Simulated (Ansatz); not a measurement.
`CC[Se][SiH2]C` + `C=O` → `C[SiH2][Se]C=O` + `CC`  (formal exchange of groups at the Se–C bond)

Program: Ansatz. Geometries: PBE0-D4/def2-TZVP. ΔE: electronic, gas phase. CCSD(T)/CBS is the MP2 limit (def2-TZVPP, def2-QZVPP) plus CCSD(T) − MP2 in def2-TZVPP, frozen cores. This one scheme is used for every species. Functionals use def2-TZVPP. For Se outer-core shells are correlated without core-valence functions, which leaves a few kJ/mol of doubt a bond. Scalar relativity is left out up to krypton. One conformer a species, not always the lowest.

```tsv
level	ΔE (kJ/mol)
PBE0-D4	-54.1
ωB97M-V	-45.2
```

Task: What does CCSD(T)/CBS give? (An estimate is asked.)

Result: Computed: -42.0 kJ/mol. The listed levels differ from it by -12.1, -3.2 kJ/mol.

Largest T1 diagnostic among the species: 0.015.

From PBE to PBE0 (25 % exact exchange), in def2-TZVPP and without D4, ΔE moves by +11.7 kJ/mol. In def2-TZVPP, CCSD(T) changes the Hartree–Fock value by −7.2 kJ/mol (the triples alone add −4.0 kJ/mol) and MP2 by −8.0 kJ/mol.
